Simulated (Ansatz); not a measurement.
Ge(vinyl)2(NCO)2 (C6H6GeN2O2). The state is a singlet with charge 0. Geometry PBE-D4/def2-SVP.

Cartesian coordinates in Å:
```
Ge 0.0191 0.0114 -0.3603
C -0.7970 -1.7430 -0.4503
C -1.4861 -2.2595 0.5828
H -0.6790 -2.3144 -1.3878
H -1.6160 -1.6997 1.5251
H -1.9534 -3.2580 0.5273
C 1.9387 0.1347 -0.5855
C 2.7685 0.4418 0.4269
H 2.3406 -0.0654 -1.5946
H 2.3942 0.6504 1.4437
H 3.8607 0.5061 0.2829
N -0.4287 0.6875 1.2979
C -0.5129 1.6872 1.9885
O -0.6238 2.6087 2.7204
N -0.7287 1.0938 -1.6581
C -1.7677 1.5271 -2.1245
O -2.7285 1.9914 -2.6342
```

The 6-31G sets use Cartesian d functions. B3LYP takes the VWN-RPA correlation.

Estimate the orbital energies around the gap (eV) in Ansatz with PBE-D4/def2-SVP, PBE-D4/def2-TZVP, B97M-V/def2-TZVP, B3LYP-D4/6-31G, PBE0-D4/def2-SVP.


```csv
orbital,PBE-D4/def2-SVP,PBE-D4/def2-TZVP,B97M-V/def2-TZVP,B3LYP-D4/6-31G,PBE0-D4/def2-SVP
HOMO−9,-10.56,-10.69,-11.21,-12.05,-12.30
HOMO−8,-10.27,-10.39,-10.90,-11.73,-11.96
HOMO−7,-8.96,-9.08,-9.48,-10.26,-10.46
HOMO−6,-8.34,-8.45,-8.79,-9.56,-9.83
HOMO−5,-7.71,-7.89,-8.24,-8.80,-9.23
HOMO−4,-7.40,-7.54,-7.78,-8.35,-8.73
HOMO−3,-7.19,-7.31,-7.60,-8.21,-8.58
HOMO−2,-7.12,-7.27,-7.52,-8.07,-8.40
HOMO−1,-6.95,-7.12,-7.43,-8.01,-8.39
HOMO,-6.88,-7.04,-7.34,-7.92,-8.27
LUMO,-2.14,-2.33,-2.08,-1.28,-1.21
LUMO+1,-1.50,-1.70,-1.40,-0.54,-0.48
LUMO+2,-0.79,-1.01,-0.59,-0.15,0.20
LUMO+3,-0.21,-0.47,-0.14,0.47,0.76
LUMO+4,0.12,-0.16,0.16,0.75,1.12
LUMO+5,0.35,-0.04,0.32,0.98,1.37
```
